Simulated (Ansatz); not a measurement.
## Ansatz (development build ahead of 0.2.0) run

```yaml
crystal:
  periodic: [false, false, false]
  atoms:
    - { symbol: H, position_ang: [-0.98457, -0.95897, -0.95044] }
    - { symbol: Li, position_ang: [-0.97262, -0.89707, 0.87902] }
    - { symbol: Li, position_ang: [-0.91613, 0.91379, -0.91157] }
    - { symbol: H, position_ang: [-0.94147, 0.94561, 0.92871] }
    - { symbol: Li, position_ang: [0.93097, -0.90737, -0.94173] }
    - { symbol: H, position_ang: [0.92774, -0.93953, 0.98504] }
    - { symbol: H, position_ang: [0.92951, 0.96655, -0.95825] }
    - { symbol: Li, position_ang: [0.91536, 0.91601, 0.87435] }
basis:
  gaussian: { orbitals: cc-pVDZ }
hamiltonian:
  xc: hf
correlation:
  method: mp2
  frozen_orbitals: { H: 0, Li: 0 }
```

The input is written out in the form of the current development build from the run's settings.

Results

* Converged: yes
* Reference energy: -32.14689 hartree
* Correlation energy: -0.10941 hartree
* Total energy: -32.25630 hartree
* Spin squared of the determinant: 0.000
